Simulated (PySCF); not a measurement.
**Calcium: a sound run and one with changed settings**

Sound run: Ca [Ar] 4s2, Ca+ [Ar] 4s1. All numbers are calculated (PySCF 2.14, no relativity, point nucleus, in 6-31G*). In the sound run the correlated levels freeze [Ar]. The sound run starts from symmetry-adapted Hartree-Fock orbitals and uses a fine grid where one is needed.

Changed run: all electrons correlated in a basis built for the valence shell.

```tsv
species	method	sound run (hartree)	changed run (hartree)	converged
Ca	MP2	-676.72526	-676.88285	yes
Ca	CCSD(T)	-676.73442	-676.90281	yes
Ca+	MP2	n/a	-676.66968	yes
Ca+	CCSD(T)	n/a	-676.68441	yes
```

Ionisation energy of Ca:

| method | sound run (eV) | changed run (eV) |
| --- | --- | --- |
| UHF | 5.128 | 5.128 |
| MP2 | 5.600 | 5.801 |
| SCS-MP2 | 5.694 | 5.855 |
| CCSD | 5.849 | 5.908 |
| CCSD(T) | 5.849 | 5.943 |

A valence basis has no tight correlating functions, so it recovers only part of the core correlation, and not evenly between atom and ion.

For comparison, NIST gives 6.113 eV between the lowest levels.
